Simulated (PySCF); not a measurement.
CCl, SMILES Cl[C] (connectivity only; charge and spin as stated), neutral, multiplicity 2. Atoms are numbered in the order given.

```xyz
2

C      0.0000     0.0000    -1.2148
Cl     0.0000     0.0000     0.4287
```
Charge 0, spin multiplicity 2.

Coordinates come from a PBE0-D3(BJ)/def2-TZVPD optimisation.

Level of theory: PBE0/def2-TZVPD run with PySCF.

Mulliken values depend strongly on the basis, most of all with diffuse functions as here. ESP charges are fitted to the potential on shells at 1.4 to 2.0 van der Waals radii. Atomic charges (e):

```tsv
atom	Mulliken	meta-Löwdin	ESP fit	Mulliken spin
C1	0.00	-0.20	-0.18	0.91
Cl2	0.00	0.20	0.18	0.09
```
